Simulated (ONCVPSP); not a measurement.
## Cl (Z = 17): excitation energies, all-electron against ONCV

ONCVPSP 4.0.1 input, shortened (lines: element, Z, core and valence counts, functional; n l f; lmax; l rc ep ncon nbas qcut; lloc lpopt rc5 dvloc0; l nproj debl; icmod fcfact rcfact), PBEsol, scalar-relativistic:

```
  Cl 17.00    3    2  -116133      upf
    1    0    2.00
    2    0    2.00
    2    1    6.00
    3    0    2.00
    3    1    4.00
    2
    0    1.10    0.00    4    7    6.90
    1    1.10    0.00    4    8    8.50
    2    1.40    0.36    3    7    6.30
    4    5    1.05    6.00
    0    2    0.60
    1    2    2.40
    2    2    0.80
    0    0.00    0.00
```

In the s channel the program set the typed energies aside and used -1.176, 0.250 Ha.

Energies are relative to the spin-unpolarised reference configuration 3s2 3p4; without spin polarisation the order of configurations can differ from experiment.

| valence configuration | charge | ΔE all-electron (eV) | error AE − PS (meV) |
| --- | --- | --- | --- |
| 3s2 3p5 | 0 | -13.836 | +2.2 |
| 3s2 3p2 | +3 | 63.653 | +33 |
| 3s1 3p5 | +1 | 12.669 | +0.2 |

Q: What are ΔE and the potential's error for 3s2 3p3?

A: ΔE = 25.398 eV all-electron; the error (AE − PS) is +3.9 meV.

Note: ghosts flagged at negative energy: s at -210.3 eV, p at -6548.2 eV; GHOST(+) flags only above 600 eV. A true bound ghost makes a file unfit for plane-wave use.
